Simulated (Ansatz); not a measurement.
Start from `[F][GeH2][GeH3]` and change one atom or group to get `[CH3][GeH]([F])[GeH3]`.

Ansatz, PBE0-D4/def2-TZVP geometries, multiplicity 1. 

Scalar relativity is left out up to krypton.

```
                                          property  `[F][GeH2][GeH3]`
size of the dipole moment (ωB97M-V/def2-TZVPP) / D               2.16
             HOMO–LUMO gap (B3LYP/def2-TZVPP) / eV               7.44
                 HOMO energy (PBE/def2-TZVPP) / eV              -7.16
               LUMO energy (B3LYP/def2-TZVPP) / eV              -0.72
  size of the dipole moment (B3LYP/def2-TZVPP) / D               2.15
                 LUMO energy (PBE/def2-TZVPP) / eV              -1.34
```

Give the same properties after the change, and the shifts. (Best estimate.)

Computed: 
```tsv
property	`[CH3][GeH]([F])[GeH3]`	shift
size of the dipole moment (ωB97M-V/def2-TZVPP) / D	2.31	0.15
HOMO–LUMO gap (B3LYP/def2-TZVPP) / eV	7.51	0.07
HOMO energy (PBE/def2-TZVPP) / eV	-6.87	0.29
LUMO energy (B3LYP/def2-TZVPP) / eV	-0.33	0.39
size of the dipole moment (B3LYP/def2-TZVPP) / D	2.32	0.17
LUMO energy (PBE/def2-TZVPP) / eV	-0.96	0.38
```

With PBE0 the HOMO rises by 0.31 eV and the LUMO rises by 0.38 eV, so the gap widens by about 0.07 eV. PBE moves the HOMO by 0.29 eV and ωB97M-V by 0.32 eV. Dipoles are sizes alone; their direction can turn.

B3LYP here is the variant with VWN-RPA as its local correlation; programs differ in this.
